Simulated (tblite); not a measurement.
Compound: C₅H₁₀B₂F₂.
Atom-mapped SMILES: `[BH2:1][CH2:2]/[C:3](=[CH:4]/[CH3:5])[CH2:6][B:7]([F:8])[F:9]` (hydrogens: H10, H11 on B1; H12, H13 on C2; H14 on C4; H15, H16, H17 on C5; H18, H19 on C6)

Computed with GFN2-xTB (tblite), gas phase: L-BFGS steps from a force-field or distance-geometry start until the largest atomic force falls under 0.01 eV/Å.

Step 108: E = -756.4946 eV
```
atom  x, y, z in Å  |  force x, y, z in eV/Å
B1      2.6789   -0.2359   -0.5867   -0.094  -0.059  -0.108
C2      1.2221   -0.1040   -1.1738   -0.011   0.003  -0.099
C3      0.1390   -0.1563   -0.1273    0.013   0.043  -0.084
C4     -0.5548   -1.2672    0.0962    0.079   0.054   0.018
C5     -1.6559   -1.4161    1.0989   -0.002   0.025  -0.007
C6     -0.1132    1.1496    0.6083    0.010  -0.016   0.006
B7     -1.2026    1.9358   -0.2174   -0.091   0.010   0.026
F8     -0.9337    2.5868   -1.3352   -0.002  -0.036   0.052
F9     -2.4849    1.9442    0.1019    0.063   0.021  -0.042
H10     3.4857   -0.8648   -1.1519    0.013   0.048  -0.019
H11     2.9539    0.2858    0.4169    0.028   0.042   0.110
H12     1.1560    0.8701   -1.6761    0.046  -0.043   0.057
H13     1.0089   -0.8469   -1.9443    0.047  -0.040   0.021
H14    -0.2970   -2.1557   -0.4653   -0.013   0.018   0.019
H15    -2.2044   -2.3370    0.9157   -0.025   0.055   0.033
H16    -2.3439   -0.5727    1.0425    0.004  -0.079   0.041
H17    -1.2474   -1.4586    2.1110   -0.042   0.008  -0.025
H18    -0.4424    0.9504    1.6265   -0.018  -0.028   0.001
H19     0.8258    1.7017    0.6527   -0.003  -0.027  -0.001
```

Step 109: E = -756.4983 eV
```
atom  x, y, z in Å  |  force x, y, z in eV/Å
B1      2.6764   -0.2336   -0.5866   -0.027  -0.029  -0.030
C2      1.2207   -0.1073   -1.1723   -0.034   0.002  -0.083
C3      0.1370   -0.1558   -0.1268    0.010   0.033  -0.083
C4     -0.5550   -1.2673    0.0991    0.055   0.046   0.009
C5     -1.6565   -1.4182    1.1006    0.007   0.039  -0.004
C6     -0.1125    1.1516    0.6072    0.014  -0.024  -0.001
B7     -1.2002    1.9381   -0.2206   -0.075  -0.006   0.054
F8     -0.9302    2.5840   -1.3401    0.009  -0.017   0.017
F9     -2.4819    1.9515    0.0988    0.040   0.017  -0.032
H10     3.4944   -0.8259   -1.1769    0.005   0.065   0.007
H11     2.9400    0.2564    0.4410    0.014  -0.011   0.009
H12     1.1564    0.8642   -1.6794    0.040  -0.039   0.045
H13     1.0099   -0.8543   -1.9397    0.047  -0.028   0.017
H14    -0.2986   -2.1564   -0.4619    0.000   0.019   0.011
H15    -2.2068   -2.3371    0.9156   -0.024   0.041   0.031
H16    -2.3426   -0.5744    1.0477   -0.019  -0.050   0.031
H17    -1.2480   -1.4619    2.1117   -0.031  -0.005   0.004
H18    -0.4416    0.9559    1.6262   -0.016  -0.031  -0.006
H19     0.8292    1.6998    0.6490   -0.014  -0.022   0.004
```

Q: Estimate the geometry and energy of step 110. (The exact step hangs on the optimiser's Hessian estimate; all steps are aligned on step 109, rigid shifts and turns removed.)

A: E = -756.4987 eV, largest force 0.522 eV/Å
```
atom  x, y, z in Å  |  force x, y, z in eV/Å
B1      2.6839   -0.2088   -0.5984    0.229  -0.101  -0.038
C2      1.2136   -0.1338   -1.1569    0.038   0.029  -0.097
C3      0.1263   -0.1613   -0.1167    0.041  -0.013  -0.074
C4     -0.5642   -1.2715    0.1167   -0.016   0.002  -0.013
C5     -1.6703   -1.4288    1.1108   -0.011   0.072   0.031
C6     -0.1132    1.1547    0.6072    0.012  -0.045  -0.027
B7     -1.1846    1.9521   -0.2330   -0.044   0.003   0.035
F8     -0.8905    2.6123   -1.3392    0.008  -0.035   0.035
F9     -2.4725    1.9646    0.0585    0.041   0.009  -0.019
H10     3.5484   -0.6633   -1.2788   -0.339   0.245   0.312
H11     2.9160    0.1883    0.4886    0.031  -0.120  -0.269
H12     1.1491    0.8216   -1.6968    0.012  -0.061   0.032
H13     1.0108   -0.9054   -1.9038    0.067   0.017   0.023
H14    -0.3105   -2.1645   -0.4389    0.040   0.018  -0.010
H15    -2.2418   -2.3317    0.9010    0.036   0.091   0.060
H16    -2.3378   -0.5699    1.0804   -0.045  -0.034   0.024
H17    -1.2601   -1.5013    2.1199   -0.056  -0.044   0.004
H18    -0.4519    0.9712    1.6262    0.004  -0.032  -0.036
H19     0.8394    1.6849    0.6461   -0.045  -0.002   0.029
```

The energy changes by -0.0005 eV. The first-order estimate −F·Δx gives -0.0114 eV and the mean of the old and new forces, exact on a quadratic surface, +0.0040 eV. The step makes an angle of 80° with the force vector and moves no atom by more than 0.199 Å.

The cost below is that of the whole relaxation. Time: 4.1 s. Hardware: one thread, Intel Xeon at 2.50 GHz (x86_64), on a shared host.
